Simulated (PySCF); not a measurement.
# Interval between two levels of Tc by level of theory

Tc [Kr] 4d5 5s2 [6S5/2, M_J = 5/2] → Tc [Kr] 4d5 5s1 5p1 [8P9/2, M_J = 9/2], as a difference of total energies. All numbers are calculated (PySCF 2.14, the two-component X2C-1e Hamiltonian, in x2c-TZVPall-2c (8s9p7d1f, 77 functions)). Correlated levels: [Ar] 3d10 frozen; the 6 highest virtual spinors dropped. "Screened" scales the spin-orbit matrix elements by Boettger's factors to mimic the two-electron term; Breit and QED terms are absent.

```csv
method,interval between two levels (cm⁻¹),error (cm⁻¹)
GHF (spin-free),6785.3,-10738
GMP2 (spin-free),14169,-3354
GHF (screened spin-orbit),7224.9,-10298
GMP2 (screened spin-orbit),14639,-2884
```

Reference: 17523 cm⁻¹ (measured; NIST Handbook of Basic Atomic Spectroscopic Data (Sansonetti and Martin, J. Phys. Chem. Ref. Data 34, 1559 (2005))).

The spin-free rows relax to the high-spin LS determinant and lack the spin-orbit shift.

Errors of the correlated levels include the incompleteness of this basis and the frozen core.

The labels give the starting determinants; with spin-orbit coupling the two ends relaxed to ⟨J²⟩ = 8.79, ⟨L²⟩ = 0.02, ⟨S²⟩ = 8.78 and ⟨J²⟩ = 24.76, ⟨L²⟩ = 2.03, ⟨S²⟩ = 15.74.
